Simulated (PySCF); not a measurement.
Computed properties of CHOS, SMILES [OH+]=C=S, charge +1

CHOS, SMILES [OH+]=C=S, charge +1. The structure is a stationary point at B3LYP-D3(BJ)/def2-TZVP. The isomer is the one that the SMILES or the coordinates give; other isomers of the formula were not compared. The values are those of a single conformer. All values are computed for the isolated molecule unless a solvent is named; none is compared with measurement here.

**Structure.** The optimised structure has Cs symmetry. All 6 harmonic modes at B3LYP-D3(BJ)/def2-TZVP (PySCF) are real, so it is a minimum. With heavy atoms numbered as in [OH+:1]=[C:2]=[S:3], the shortest bond between them is O1–C2 at 1.231 Å and the longest C2–S3 at 1.498 Å.

**Vibrations.** The strongest infrared lines (harmonic, unscaled, degenerate partners summed) lie at 3556 cm⁻¹ (605 km/mol, H 94 %), 1928 cm⁻¹ (529 km/mol, C 76 %, O 17 %), 1022 cm⁻¹ (309 km/mol, H 76 %, O 15 %, C 9 %). The softest mode is at 444 cm⁻¹ and the zero-point energy is 11.9 kcal/mol.

**Electronic structure.** PBE0/def2-TZVPD (PySCF) places the frontier levels at -16.00 and -8.87 eV, a gap of 7.13 eV and a mean polarisability of 28.9 bohr³. PBE/def2-TZVPD (PySCF) at the same geometry gives -14.73 and -9.83 eV, so its gap is 2.23 eV narrower. An orbital gap is neither the optical nor the fundamental gap.

**Excitations.** TDA-PBE0/def2-SVPD (PySCF) has S1 at 5.07 eV (245 nm, f = 0.000, dark); the most intense of the 10 singlets computed lies at 10.28 eV (f = 1.12). T1 (TDA) is at 4.31 eV, 0.76 eV under S1. TDA-PBE/def2-SVPD (PySCF) puts S1 at 5.10 eV. No vertical singlet excitation falls in the visible range (under 3.1 eV).

**NMR.** GIAO shifts at KT2/pcSseg-2 (PySCF) (non-relativistic, atoms alike by connectivity averaged): ¹³C at 150.9 ppm against TMS; ¹H at 8.7 ppm against TMS.

**Solvation.** SMD-B3LYP/def2-SVP (PySCF) gives -68.2 kcal/mol in water, -57.6 kcal/mol in dichloromethane, -62.4 kcal/mol in 1-octanol (1 M in both phases, gas-phase geometry); of these solvents water holds the molecule best.
